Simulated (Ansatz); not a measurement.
Consider the ligand exchange at the Si–O bond: `FB(F)O[SiH3]` + `[OH][Al]([OH])[Cl]` → `[OH][Al]([Cl])[O][SiH3]` + `OB(F)F`.

Calculated with Ansatz (gas phase, PBE0-D4/def2-TZVP geometries, no zero-point term in ΔE). CBS: MP2 limit from def2 TZ/QZ plus the TZ coupled-cluster correction, frozen cores. This one scheme is used for every species. Functionals use def2-TZVPP. One conformer a species, not always the lowest.

| level | ΔE (kcal/mol) |
| --- | --- |
| B2PLYP | -4.9 |
| LC-ωPBE | -4.9 |

(1) What does CCSD(T)/CBS give? (An estimate is asked.)

Largest T1 diagnostic among the species: 0.012.

Answers

(1) The calculation gave: -4.9 kcal/mol. The listed levels differ from it by 0.0, 0.0 kcal/mol.

Leaving LDA and LC-ωPBE aside and taking each functional with its dispersion term where it has one, the values, not all of them listed here, spread over 1.4 kcal/mol, from BHLYP-D4 to revPBE-D4. At CCSD(T), def2-SVP lies −2.5 kcal/mol from the extrapolated value and def2-TZVPP −0.3 kcal/mol. From BLYP to BHLYP (50 % exact exchange), in def2-TZVPP and without D4, ΔE moves by −0.9 kcal/mol.
